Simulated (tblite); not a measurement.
Species: C3H8N2O2Si2.
Atom-mapped SMILES: `[N:1]#[C:2][Si@H:3]([SiH3:4])[O:5][CH2:6][C:7]([NH2:8])=[O:9]` (hydrogens: H10 on Si3; H11, H12, H13 on Si4; H14, H15 on C6; H16, H17 on N8)

A start from a force field or distance geometry was refined with tblite 0.8.0, GFN2-xTB geometry optimisation, gas phase. Values at the start:

```
coordinate    start
     N1≡C2  1.177 Å
    C2–Si3  1.808 Å
   Si3–Si4  2.235 Å
    Si3–O5  1.688 Å
   Si3–H10  1.484 Å
   Si4–H11  1.475 Å
     O5–C6  1.385 Å
     C6–C7  1.496 Å
    C6–H14  1.127 Å
    C6–H15  1.122 Å
     C7–N8  1.442 Å
     C7=O9  1.281 Å
    N8–H16  1.038 Å
    N8–H17  1.045 Å
 N1–C2–Si3   179.0°
C2–Si3–Si4   109.0°
 C2–Si3–O5   108.7°
 Si3–O5–C6   113.9°
Si4–Si3–O5   114.4°
  O5–C6–C7   106.6°
  C6–C7–N8   121.8°
  N8–C7–O9   117.4°
```

Q: How do these coordinates change at the GFN2-xTB level?

A: 
```csv
coordinate,GFN2-xTB (Å or °),change
C7–N8,1.342,-0.100
C2–Si3,1.880,+0.072
Si3–Si4,2.306,+0.071
C7=O9,1.213,-0.068
Si3–O5,1.647,-0.041
N8–H17,1.004,-0.041
N1≡C2,1.146,-0.031
N8–H16,1.008,-0.030
C6–H14,1.099,-0.028
C6–C7,1.518,+0.022
C6–H15,1.100,-0.022
Si3–H10,1.468,-0.016
O5–C6,1.371,-0.014
Si4–H11,1.465,-0.010
Si3–O5–C6,128.8,+14.9
C2–Si3–O5,94.2,-14.5
C6–C7–N8,115.8,-6.0
N8–C7–O9,123.2,+5.8
O5–C6–C7,111.8,+5.2
N1–C2–Si3,175.2,-3.8
C2–Si3–Si4,106.0,-3.0
Si4–Si3–O5,115.8,+1.4
```

The energy falls by 161.0 kJ/mol over 283 L-BFGS steps, the largest force on an atom goes from 5.31 to 0.009 eV/Å, and the atoms move by 1.313 Å rms after alignment. The bond that changes most is C7–N8 (amide carbonyl carbon to amide nitrogen), which shortens by 0.100 Å. Bonds longer at the end by more than 0.005 Å: 4 of 16; shorter: 11. Among the dihedrals that turn most is Si3–O5–C6–C7, from 180° to 6°. Rotational constants go from 1632, 618.5, 525.7 to 1884, 758.9, 595.0 MHz.

GFN2-xTB frequencies show an imaginary mode (53i cm⁻¹), so the point is no minimum at that level. 3 starts were optimised and ended at 0.00, 4.23 and 4.32 kcal/mol (GFN2-xTB); the lowest of these is shown.

All values are computed, not measured.
